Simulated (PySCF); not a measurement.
# C₆ coefficients of unlike pairs at UHF

Calculated with PySCF 2.14 from the dipole response of each species, C₆(A,B) = (3/π) ∫ α_A(iu) α_B(iu) du, in atomic units, from isotropic polarisabilities. For ions this is the dispersion term alone; charge-induced terms of lower order in 1/R come first.

| species | configuration | basis | relativity | α (bohr³) | C₆ (like pair) |
| --- | --- | --- | --- | --- | --- |
| Hf³⁺ | [Xe] 4f14 5d1 (2D) | def2-QZVPPD with the def2 core potential (60 electrons) (7s6p4d3f2g) | core potential | 6.128 | 25.15 |
| Kr | [Kr] (1S) | aug-cc-pVQZ-PP with ECP10MDF (7s6p5d3f2g) | core potential | 16.42 | 125.6 |
| Ti | [Ar] 3d2 4s2 (3F) | aug-cc-pwCVTZ (10s9p7d4f3g) | none | 164.4 | 1793 |
| O²⁺ | [He] 2s2 2p2 (3P) | dyall-av3z (15s9p3d2f) | spin-free X2C | 1.797 | 2.347 |

Task: Estimate C₆ for O²⁺ with Hf³⁺.

Result: The integral gives 7.677. The combination rule 2 C_A C_B / (C_A α_B/α_A + C_B α_A/α_B) gives 7.677 and the geometric mean 7.683.

No spin-orbit coupling is included.

The other pairs:

```json
{"pair": "O²⁺, Ti", "C₆": "43.16"}
{"pair": "Ti, Hf³⁺", "C₆": "144.2"}
{"pair": "Kr, Hf³⁺", "C₆": "54.66"}
{"pair": "Ti, Kr", "C₆": "365.9"}
{"pair": "O²⁺, Kr", "C₆": "16.61"}
```
